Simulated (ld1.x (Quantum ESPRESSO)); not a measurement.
# Ru: from the effect back to the setting (TM)

Base potential:

ld1.x (Quantum ESPRESSO) 7.5 input, shortened:

```
&input
   title='Ru', zed=44., rel=1, dft='PBE', iswitch=3,
   config='[Kr] 4d7 5s1 5p0'
 /
 &inputp
   pseudotype=2, tm=.true., lloc=0,
   nlcc=.true., rcore=1.00
 /
3
4P  2  1   6.00   0.00  1.00  1.00  0.0
4D  3  2   7.00   0.00  1.95  1.95  0.0
5S  1  0   1.00   0.00  2.60  2.60  0.0
 &test
   configts(1)='4p6 4d7 5s1 5p0'
 /
```

Cutoffs, loose and tight: the cutoffs (Ry, on a coarse ladder) from which the occupation-weighted sum of valence levels, in a spherical-Bessel basis at the reference potential, stays within 10 and 1 mRy of its value at 400 Ry. They do not see the model core or the augmentation charge, which bear on the density cutoff. Test errors are all-electron minus pseudo excitation energies from the reference, over the configurations 4p6 4d7 5s0 5p0; 4p6 4d6 5s0 5p0; 4p6 4d5 5s0 5p0; 4p6 4d7.5 5s0.5 5p0; 4p6 4d6 5s1 5p1; 4p6 4d8 5s0 5p0; 4p6 4d4 5s0 5p0; variants that change the core or the reference have their own tests.

Only the s radius is moved:

| s radius (bohr) | cutoff, loose | cutoff, tight | bound ghosts | largest test error (meV) | median size of the test errors |
| --- | --- | --- | --- | --- | --- |
| 1.74 | 120 Ry | 230 Ry | none | -676 | 54.2 meV |
| 2.1 | 120 Ry | 230 Ry | none | -796 | 67.8 meV |
| 2.4 | 120 Ry | 230 Ry | none | -813 | 71.9 meV |
| 2.76 | 120 Ry | 230 Ry | none | -823 | 73.3 meV |
| 3.22 | 120 Ry | 230 Ry | none | -963 | 94.6 meV |
| 3.76 | 120 Ry | 230 Ry | none | -1282 | 159.9 meV |

Q: One more run gave cutoff, loose: 120 Ry; cutoff, tight: 230 Ry; bound ghosts: none; largest test error (meV): -1100; median size of the test errors: 120.7 meV. Which value of the s radius was used?

A: 3.44 bohr. The median size of the test errors moves one way along this sweep, from 54.2 meV at 1.74 to 159.9 meV at 3.76 bohr, which places the run between 3.22 and 3.76 bohr.
